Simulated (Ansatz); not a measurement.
Start from `B[SiH2]COC` and change one atom or group to get `COCS[SiH3]`.

Ansatz, PBE0-D4/def2-TZVP geometries, multiplicity 1. Each molecule was computed in one conformer, which needn't be the lowest.

```json
{"property": "size of the dipole moment (B3LYP/def2-TZVPP) / D", "`B[SiH2]COC`": "1.54"}
{"property": "LUMO energy (PBE/def2-TZVPP) / eV", "`B[SiH2]COC`": "-3.41"}
{"property": "HOMO energy (PBE0/def2-TZVPP) / eV", "`B[SiH2]COC`": "-7.55"}
{"property": "HOMO–LUMO gap (PBE/def2-TZVPP) / eV", "`B[SiH2]COC`": "2.58"}
{"property": "size of the dipole moment (PBE/def2-TZVPP) / D", "`B[SiH2]COC`": "1.44"}
{"property": "LUMO energy (PBE0/def2-TZVPP) / eV", "`B[SiH2]COC`": "-2.40"}
```

(1) What does the change do to each property? (An estimate is asked.)

Answers

(1) The calculation gave: 
```tsv
property	`COCS[SiH3]`	shift
size of the dipole moment (B3LYP/def2-TZVPP) / D	1.14	-0.40
LUMO energy (PBE/def2-TZVPP) / eV	-0.66	2.75
HOMO energy (PBE0/def2-TZVPP) / eV	-7.15	0.40
HOMO–LUMO gap (PBE/def2-TZVPP) / eV	5.28	2.70
size of the dipole moment (PBE/def2-TZVPP) / D	1.20	-0.24
LUMO energy (PBE0/def2-TZVPP) / eV	0.25	2.65
```

With PBE0 the HOMO rises by 0.40 eV and the LUMO rises by 2.65 eV, so the gap widens by about 2.25 eV. PBE moves the HOMO by 0.05 eV and ωB97M-V by 0.62 eV. Dipoles are sizes alone; their direction can turn.

B3LYP here is the variant with VWN-RPA as its local correlation; programs differ in this.
